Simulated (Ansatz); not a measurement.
`Cl[SiH](Cl)[GeH3]` + `CNC` → `C[N](C)[GeH3]` + `Cl[SiH2]Cl` at 700 K and 1 bar (cleavage of the Ge–Si bond).

Calculated with Ansatz (gas phase, PBE0-D4/def2-TZVP geometries, no zero-point term in ΔE). CBS: MP2 limit from def2 TZ/QZ plus the TZ coupled-cluster correction, frozen cores. For Ge outer-core shells are correlated without core-valence functions, which leaves a few kJ/mol of doubt a bond. Scalar relativity is left out up to krypton.

```
            species  CCSD(T)/CBS energy (Eh)  H − E (kJ/mol)  S (J/(mol·K))
`Cl[SiH](Cl)[GeH3]`              -3287.25008           167.3          476.6
              `CNC`               -135.00321           296.9          352.4
    `C[N](C)[GeH3]`              -2212.31524           357.2          461.2
       `Cl[SiH2]Cl`              -1209.93203            98.0          351.1
```

H − E and S are ideal-gas, rigid-rotor, harmonic terms from PBE0-D4/def2-TZVP. 1 Eh = 2625.50 kJ/mol, R = 8.31446 J/(mol·K).

**Question.** By hand: ΔE, ΔH, ΔS and ΔG.

**Answer.** ΔE = (-2212.31524) + (-1209.93203) − (-3287.25008) − (-135.00321) = 0.00602 Eh = 15.8 kJ/mol. Δ(H − E) = 357.2 + 98.0 − 167.3 − 296.9 = -9.0, so ΔH = 6.8 kJ/mol. ΔS = 461.2 + 351.1 − 476.6 − 352.4 = -16.7 J/(mol·K). ΔG = 6.8 − 700 × (-16.7)/1000 = 18.5 kJ/mol.

**Question.** By hand: the equilibrium constant, and the temperature at which ΔG would vanish if ΔH and ΔS stayed fixed.

**Answer.** log₁₀ K = −ΔG/(RT ln 10) = -1.4. ΔH and −TΔS have one sign here, so there is no such temperature.

TΔS isn't small against ΔH here. A doubt of 5 kJ/mol in ΔE shifts log₁₀ K by 0.4 here. These are equilibria of isolated gas molecules and say nothing of rates. Largest T1 diagnostic: 0.011 (customary marks: 0.02 for closed shells, 0.045 for open ones).
